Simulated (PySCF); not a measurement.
C₃H₃BrF₂. Atoms are numbered in the order given.

```xyz
9

F     -0.3214     2.4670    -1.0961
C     -0.2693     1.6598     0.0000
F     -0.3214     2.4670     1.0961
C      1.0199     0.9033     0.0000
C      1.1690    -0.4208     0.0000
Br    -0.2470    -1.6827     0.0000
H     -1.1572     1.0081     0.0000
H      1.9203     1.5272     0.0000
H      2.1495    -0.8994     0.0000
```

Geometry optimised at B3LYP-D3(BJ)/def2-SVP. The structure was generated by enumeration; whether it is a known compound was not checked. Other conformers were not sampled.

These are B3LYP/pcSseg-1 (PySCF) values and carry that method's errors.

GIAO shieldings, no solvent; atoms alike by connectivity are averaged. δ = σ(ref) − σ: ¹⁹F against CFCl3 (σ = 161.7 ppm); ¹³C against TMS (σ = 181.3 ppm); ¹H against TMS (σ = 31.68 ppm), references at their B3LYP-D3(BJ)/def2-TZVP geometries, non-relativistic (without spin–orbit terms, shifts of atoms bonded to Cl or Br come out too high).

Computed chemical shifts:
```json
[
 {"nucleus": "¹⁹F", "atoms": "F1, F3", "count": "2", "δ (ppm)": "-135.6"},
 {"nucleus": "¹³C", "atoms": "C4", "count": "1", "δ (ppm)": "141.5"},
 {"nucleus": "¹³C", "atoms": "C5", "count": "1", "δ (ppm)": "141.5"},
 {"nucleus": "¹³C", "atoms": "C2", "count": "1", "δ (ppm)": "120.2"},
 {"nucleus": "¹H", "atoms": "H7", "count": "1", "δ (ppm)": "6.97"},
 {"nucleus": "¹H", "atoms": "H9", "count": "1", "δ (ppm)": "6.77"},
 {"nucleus": "¹H", "atoms": "H8", "count": "1", "δ (ppm)": "6.52"}
]
```
